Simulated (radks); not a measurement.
Question: The table gives one normalised radial function P(r) = r R(r) of Mo34+ in [He] 2s2 2p4 (r in bohr). Calculated with a radial shooting solver on a logarithmic mesh with Libxc functionals: scalar-relativistic Kohn-Sham, LDA (Slater exchange, VWN5 correlation), spin-polarised, spherical densities, finite nucleus; open shells are filled with parallel spins first (spin-orbit coupling, left out, can overturn this in heavy ions); Fermi nuclear charge, rms radius 4.4091 fm.

r	P
0.001198	0.7141
0.001452	0.8482
0.001759	1.0053
0.002131	1.1882
0.002582	1.3998
0.003129	1.6424
0.003791	1.9178
0.004593	2.2262
0.005566	2.5660
0.006744	2.9323
0.008171	3.3161
0.009901	3.7032
0.012	4.0729
0.01454	4.3977
0.01761	4.6437
0.02134	4.7729
0.02565	4.7529
0.03108	4.5540
0.03766	4.1621
0.04563	3.5930
0.05529	2.8951
0.067	2.1465
0.08118	1.4394
0.09836	0.8550
0.1192	0.4387
0.1444	0.1886
0.175	0.0655
0.212	0.0176
0.2569	0.0034
0.3113	0.0005
0.3771	0.0000
0.457	0.0000

Which n and l does it have? It may be an empty orbital.

Answer: n = 1, l = 0: the number of nodes gives n - l - 1 = 0, the rise at small r (about r^(l+1), flatter next to the nucleus through relativity) gives l, and the extent must fit the shell. The curve is that of 1s down; the table hardly tells the two spins apart. 1s down: eigenvalue -22061 eV, 0 radial nodes, <r> = 0.0351 bohr, 90 % of the charge inside 0.0629 bohr.
